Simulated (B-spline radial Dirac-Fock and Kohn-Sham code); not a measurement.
## Conversion-electron coefficients: Zn, 1310 keV

Z = 30 (zinc), transition energy 1310 keV. Level of theory: a Dirac-Hartree-Slater potential of the neutral atom with a Latter tail (no hole, which puts coefficients of high multipoles low close above an edge), finite nucleus with surface currents; a radial B-spline solver. Subshells that would emit electrons below 1 keV are left out, and so is internal pair formation.

```
subshell  electron energy (keV)        E1        E3        E4        M1        M5
       K                1300.34  7.03e-05  0.000271  0.000489  0.000132   0.00163
      L1                1308.80  6.85e-06  2.66e-05  4.82e-05  1.30e-05  0.000165
      L2                1308.96  3.24e-08  5.02e-07  1.54e-06  9.13e-08  5.09e-06
      L3                1308.98  8.15e-08  3.29e-07  7.21e-07  7.71e-08  2.89e-06
      M1                1309.86  1.02e-06  3.97e-06  7.21e-06  1.94e-06  2.48e-05
      M2                1309.91  4.76e-09  7.38e-08  2.26e-07  1.34e-08  7.50e-07
      M3                1309.91  1.19e-08  4.82e-08  1.06e-07  1.13e-08  4.25e-07
      M4                1309.98  2.23e-12  1.43e-11  5.15e-11  2.28e-12  4.53e-10
      M5                1309.98  7.05e-12  1.93e-11  3.99e-11  6.61e-12  1.14e-10
   total                         7.83e-05  0.000302  0.000547  0.000147   0.00183
```

Question: For a pure E1 transition, what fraction of decays emits a photon?

Answer: 1/(1 + α) = 1.00 with the total α = 7.83e-05; the total includes the outer subshells that are not listed, and pair formation is not counted.

Values without a named source are computed, but for edge energies of neutral atoms, which are taken from tables.
